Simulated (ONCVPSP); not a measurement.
# Reading a pseudo-wave (manganese)

Columns: radius, all-electron u(r) and pseudo u(r) of the 3p shell (level -55.44 eV) of manganese in the configuration [Ne] 3s2 3p6 3d5 4s1.5 4p0.5; PBE, scalar-relativistic, ONCV scheme, ONCVPSP 4.0.1.

```csv
r (bohr),all-electron,pseudo
0.098,-0.4966,0.0439
0.195,-0.5185,0.1662
0.292,-0.1055,0.3465
0.390,0.3816,0.5581
0.488,0.7648,0.7666
0.585,1.0025,0.9410
0.682,1.1138,1.0629
0.780,1.1312,1.1223
0.878,1.0862,1.1182
0.975,1.0059,1.0613
1.072,0.9083,0.9673
1.170,0.8043,0.8525
1.268,0.7025,0.7338
1.365,0.6082,0.6242
1.463,0.5216,0.5274
1.560,0.4452,0.4465
1.658,0.3775,0.3776
1.755,0.3194,0.3193
1.852,0.2693,0.2693
1.950,0.2261,0.2260
2.047,0.1897,0.1897
2.145,0.1586,0.1586
2.242,0.1327,0.1326
2.340,0.1106,0.1106
2.438,0.0921,0.0921
2.535,0.0768,0.0767
```

Problem. How many radial nodes do the two functions have?

Solution. The all-electron 3p function has n − l − 1 = 1; the pseudo-wave has 0, since the states of the same l below it are removed with the core.

Problem. At about which radius was the pseudo-wave matched?

Solution. 1.75 bohr, where the columns begin to agree (steps of 0.10 bohr).

Problem. Is the pseudo-wave norm-conserving?

Solution. Yes: the ONCV scheme keeps the norm inside the radius equal to the all-electron one, which fixes the energy derivative of the logarithmic derivative at the level.
